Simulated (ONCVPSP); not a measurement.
**iridium, ONCV: configuration errors across variants**

```
Element                 : iridium
Generator               : ONCVPSP 4.0.1
Type                    : optimised norm-conserving Vanderbilt (ONCV)
Functional              : LDA (Perdew-Wang 92)
Relativity              : scalar-relativistic
Frozen core             : [Xe] 4f14
Valence charge          : 9
Reference configuration : 5d7.5 6s1.5
Partial waves           : 6s: rc 2.10 bohr, ncon 3, nbas 6, qcut 2.7 1/bohr, 2 projectors, debl 3.1 Ha; p scattering state at 0.37 Ha: rc 2.30 bohr, ncon 5, nbas 8, qcut 3 1/bohr, 2 projectors, debl 2.4 Ha; 5d: rc 1.50 bohr, ncon 3, nbas 8, qcut 7.1 1/bohr, 3 projectors, debl 3.9 Ha
Local potential         : polynomial inside 1.35 bohr (lpopt 4, dvloc0 4 Ha)
Core correction         : polynomial model core, fcfact 0.2
```

All-electron excitation energies from the reference (eV): (1) 5d7 6s2 0.261; (2) 5d7 6s1 10.438; (3) 5d7 6s0 28.281; (4) 5d5 6s0 103.011.

Errors AE − PS in meV (a dash: test not solved or not reliable):

| change | (1) | (2) | (3) | (4) | bound ghosts | GHOST(+) flags above zero |
| --- | --- | --- | --- | --- | --- | --- |
| base | -10 | -5.3 | -25 | -395 | none | s, p |
| core correction polynomial model core, fcfact 0.14 | -9.6 | -5.1 | -24 | -373 | none | s, p |
| core correction polynomial model core, fcfact 0.36 | -11 | -5.4 | -26 | -419 | none | s, p |
| core correction polynomial model core, fcfact 0.58 | -11 | -5.5 | -26 | -427 | none | s, p |
| core correction polynomial model core, fcfact 0.8 | -11 | -5.5 | -26 | -433 | none | s, p |
| core correction polynomial model core, fcfact 0.98 | -11 | -5.5 | -26 | -433 | none | s, p |

(1) Give the same row for: core correction polynomial model core, fcfact 1.14.

Answers

(1) -11, -5.5, -26, -433; bound ghosts: none; GHOST(+) flags above zero: s, p.
